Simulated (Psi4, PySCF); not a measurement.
C3H5O (SMILES [CH2-]C(C)=O), charge -1, singlet, at a GFN2-xTB geometry (in this run its highest filled SCF level lies above zero, so its values depend strongly on the basis, on diffuse functions most of all). Base run: PySCF with PBE0/6-31G, TDDFT.

The PySCF input:
```python
from pyscf import gto, scf, dft, tdscf

mol = gto.M(
    atom='''
O    -0.676534    0.120809    1.218495
C    -0.061269    0.128940    0.108473
C     0.326122    1.211839   -0.611460
C     0.290182   -1.256711   -0.499632
H     0.903076   -1.822173    0.205539
H     0.125148    2.217325   -0.269084
H     0.850117    1.122950   -1.554894
H     0.830138   -1.163729   -1.442472
H    -0.626420   -1.825252   -0.671333
''',
    basis='6-31g',
    charge=-1,
    spin=0,
    verbose=4,
)

mf = dft.RKS(mol)
mf.xc = 'pbe0'
mf.kernel()
td = mf.TDDFT()
td.nstates = 5
td.kernel()
td.analyze()
```

Programs used: Psi4, PySCF; a row that names a program was run with it.

Each row names what was changed in the base input (with any setting that the change needs).

```tsv
change	first excitation (eV)	oscillator strength of the first	second (eV)
base	5.76	0.001	5.80
states = triplets; response = Tamm-Dancoff	4.19	-	5.43
basis = cc-pVDZ	4.78	0.000	5.63
conv_tol = 1e-3	5.76	0.001	5.80
functional = blyp	4.68	0.001	5.13
nstates = 15	5.76	0.001	5.80
functional = bhandhlyp	6.21	0.000	6.30
functional = pbe	4.88	0.001	5.29
code = psi4	5.76	0.001	5.80
nstates = 2	5.76	0.001	5.80
```

An iterative solver can miss low states, so a row lists the states that it found.
